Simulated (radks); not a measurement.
These are the eigenvalues of the occupied orbitals of an atom or ion with whole-number occupations (eV). All-electron calculation, scalar-relativistic Kohn-Sham, PBE, spin-unpolarised, spherical densities, point nucleus. Program: a radial shooting solver on a logarithmic mesh with Libxc functionals.

1s: -69505.87
2s: -12002.60
2p: -10496.62
3s: -2770.048
3p: -2324.149
3d: -1811.663
4s: -577.4065
4p: -431.1730
4d: -245.9155
5s: -86.5633
5p: -50.7165
4f: -40.6903
6s: -12.1816
5d: -11.7276

Which element is it, and in what charge state? The configuration may be excited.

Answer. Z = 74, tungsten, charge +1: W+ in [Xe] 4f14 5d4 6s1. The list shows which subshells hold electrons but not how many an open one holds; the 1s level, -2554.3 hartree, gives Z - s = 71.5 by -(Z - s)^2/2, which with screening and relativity narrows Z to a few neighbours, and the depths of the outer levels then fix element, charge and occupations together.
